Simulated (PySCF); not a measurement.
Cost against size for one kind of job: PBE0-D3(BJ)/def2-SVP geometry optimisation, gas phase (PySCF 2.14.0); work: geometry optimisation from a GFN2-xTB start. Hardware: one thread of an Arm Neoverse V1, no GPU (shared host). Times come from a shared host and carry two figures at best.

```csv
species (SMILES),atoms,electrons,basis functions,SCF cycles,gradient evaluations,wall time
[NH3+][BH2-]Cl,8,34,71,24,4,5.1 s
CC=[Se],7,50,80,32,5,10 s
C#CC1=C[C@@H]1F,9,42,99,63,8,?
FBC1CC1,11,38,100,34,6,17 s
C#C/C(=C\C#N)OC,13,56,137,38,5,36 s
O=Cc1cccnc1,13,56,137,30,4,28 s
```

Question: Estimate the withheld figures.

Answer: `C#CC1=C[C@@H]1F`: 24 s.

Question: With all rows, how does the wall time grow with the number of basis functions N?

Answer: A straight line through log(time) against log(N) has slope 2.5 between N = 71 and 137, and the rows scatter about it by a factor of about 1.3 (standard error of the fit). This is a fit to these rows, whose iteration counts differ, not the method's formal scaling.

Question: Which species took longest, and how many times the shortest run?

Answer: `C#C/C(=C\C#N)OC`, at 36 s: about 7.1 times the shortest (5.1 s).
